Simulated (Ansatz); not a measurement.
`C[Si](F)(F)[SnH3]` + `[OH][AlH][SiH3]` → `C[Si](O)(F)F` + `[SiH3][AlH][SnH3]`  (redistribution)

Gas-phase electronic energies from Ansatz, PBE0-D4/def2-TZVP geometries. CBS: MP2 limit from def2 TZ/QZ plus the TZ coupled-cluster correction, frozen cores. Functionals use def2-TZVPP. B3LYP here is the variant with VWN-RPA as its local correlation; programs differ in this. Elements past krypton have def2 core potentials. For Sn outer-core shells are correlated without core-valence functions, which leaves a few kJ/mol of doubt a bond. Each species was taken in one conformer, which may not be the lowest.

`C[Si](F)(F)[SnH3]`:

Z-matrix (Å, degrees):
```
C
Si 1 1.847
H 1 1.093 2 110.6
H 1 1.092 2 110.6 3 -120.1
H 1 1.093 2 110.1 3 119.9
F 2 1.598 1 108.6 3 -177.3
F 2 1.598 1 108.6 3 -62.6
Sn 2 2.569 1 116.6 3 60.1
H 8 1.707 2 110.2 1 59.8
H 8 1.707 2 110.2 1 -59.2
H 8 1.704 2 111.1 1 -179.7
```

`[OH][AlH][SiH3]`:

Z-matrix (Å, degrees):
```
Si
Al 1 2.447
H 1 1.492 2 110.4
H 1 1.488 2 112.9 3 -120.8
H 1 1.492 2 110.7 3 118.0
O 2 1.698 1 116.2 3 114.7
H 2 1.590 1 124.9 3 -65.0
H 6 0.956 2 123.1 1 -179.6
```

`C[Si](O)(F)F`:

Z-matrix (Å, degrees):
```
C
Si 1 1.831
H 1 1.092 2 110.6
H 1 1.092 2 110.5 3 120.1
H 1 1.092 2 110.5 3 -120.1
O 2 1.621 1 109.9 3 179.9
F 2 1.590 1 111.2 3 -58.1
F 2 1.590 1 111.2 3 58.0
H 6 0.958 2 119.7 1 -180.0
```

`[SiH3][AlH][SnH3]`:

Z-matrix (Å, degrees):
```
Si
Al 1 2.456
H 1 1.489 2 114.3
H 1 1.492 2 109.8 3 121.3
H 1 1.492 2 109.8 3 -121.4
Sn 2 2.662 1 119.8 3 -179.6
H 2 1.590 1 121.6 3 0.4
H 6 1.713 2 111.9 1 119.6
H 6 1.713 2 112.0 1 -121.3
H 6 1.712 2 113.4 1 -0.8
```

(1) Is it downhill or uphill in electronic energy at CCSD(T)/CBS, and by how much? (Best estimate.)

(2) What do these levels give: r2SCAN-D4, ωB97M-V, B2PLYP, PBE, r2SCAN, B3LYP, SCS-MP2/def2-TZVPP, CCSD/def2-TZVPP, CCSD(T)/def2-TZVPP, SCS-MP2/def2-QZVPP, HF/CBS(def2), CCSD/CBS(def2)? (Best estimate.)

Largest T1 diagnostic among the species: 0.014.

Results:

(1) The calculation gave: Downhill: ΔE = -19.2 kJ/mol.

(2) Computed: r2SCAN-D4 -18.8, ωB97M-V -16.4, B2PLYP -15.8, PBE -12.5, r2SCAN -19.0, B3LYP -14.3, SCS-MP2/def2-TZVPP -18.2, CCSD/def2-TZVPP -23.2, CCSD(T)/def2-TZVPP -21.4, SCS-MP2/def2-QZVPP -16.8, HF/CBS(def2) -31.6, CCSD/CBS(def2) -21.1 kJ/mol.

From PBE to PBE0 (25 % exact exchange), in def2-TZVPP and without D4, ΔE moves by −8.5 kJ/mol. In def2-TZVPP, CCSD(T) changes the Hartree–Fock value by +11.2 kJ/mol (the triples alone add +1.9 kJ/mol) and MP2 by +14.0 kJ/mol.
